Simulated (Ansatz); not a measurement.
Molecule: C₄H₇B, charge 0, multiplicity 1. SMILES: C#CB(C)C
Geometry: optimised at B3LYP-D3(BJ)/def2-TZVP (Ansatz, a first-principles code).

Atomisation energy built up term by term with Ansatz (kcal/mol; UHF references for open shells; valence terms freeze the core; atomic spin-orbit terms are left out). Basis-set limits of correlation are two-point, X^-3; Hartree-Fock from the larger set.

```tsv
term	basis	kcal/mol
Hartree-Fock	aug-cc-pVQZ	917.24
CCSD correlation	CBS(aug-cc-pVTZ,aug-cc-pVQZ)	260.14
(T)	CBS(aug-cc-pVTZ,aug-cc-pVQZ)	18.41
core correlation	cc-pwCVTZ	5.90
scalar relativity (X2C)	cc-pVTZ-DK against cc-pVTZ	-0.71
sum: De		1201.0
```

(T) makes 1.5 % of the CCSD(T) atomisation energy; under 5 % is typical of single-reference molecules.
